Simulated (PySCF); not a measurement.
**Telling isomers of C₅H₈N₂ apart by NMR**

Calculated, not measured (PySCF 2.14): shielding tensors at PBE0/pcSseg-1 (GIAO), GFN2-xTB geometry. Single conformer, relativity neglected, rapidly exchanging positions averaged, no solvent.

δ = σ(ref) − σ, references computed at the same level: ¹H, ¹³C against TMS. Where no couplings were computed, multiplicities follow the n + 1 count of equivalent neighbours, and m marks all less simple cases (inequivalent or close neighbours, rings, F or P nearby). Shifts are as computed. Against solution values, carbons near 30 ppm lie about +3 ppm off and those near 130 ppm about +5 ppm (rms about the fit 2.1 ppm; single classes can miss by 10 ppm). Of 1328 compounds with measured shifts, 309 miss one by over three times the rms of a fit or turn the order of signals round; such compounds aren't used in these exercises. Signals without a measured value on file couldn't be tested in this way; 1H shifts scatter by 0.2 ppm about their fit, and single ones miss by 0.5 ppm. OH and NH positions are gas-phase values without hydrogen bonding to other molecules.

(1) Tabulate the signals of `Cc1nccn1C`, `CCc1ncc[nH]1` and their relative energies.

(2) What is the quickest way to tell Cc1nccn1C from CCc1ncc[nH]1?

## Answers

(1) 
```json
{"SMILES": "Cc1nccn1C", "carbon types": "1×C 2×CH 2×CH3", "δC": "146.3, 132.7, 124.4, 33.6, 15.4", "δH": "6.98 (m, 1H), 6.66 (m, 1H), 3.61 (s, 3H), 2.41 (s, 3H)", "E rel. (kcal/mol)": "2.5"}
{"SMILES": "CCc1ncc[nH]1", "carbon types": "1×C 2×CH 1×CH2 1×CH3", "δC": "151.4, 134.8, 117.8, 27.2, 19.0", "δH": "8.02 (br s, 1H), 7.16 (m, 1H), 6.82 (m, 1H), 2.73 (q, 2H), 1.24 (t, 3H)", "E rel. (kcal/mol)": "0.0"}
```

Energies are electronic energies at PBE0/pcSseg-1 on these geometries, without zero-point or thermal terms, each for the one conformer computed, which needn't be the lowest.

(2) Both give the same number of carbon signals, but DEPT or the intensities differ. The first has a methyl carbon bonded to N (CH3) at 33.6 ppm, the second an sp3 CH2 on an aromatic ring at 27.2 ppm. Their most deshielded carbons lie at 146.3 and 151.4 ppm.
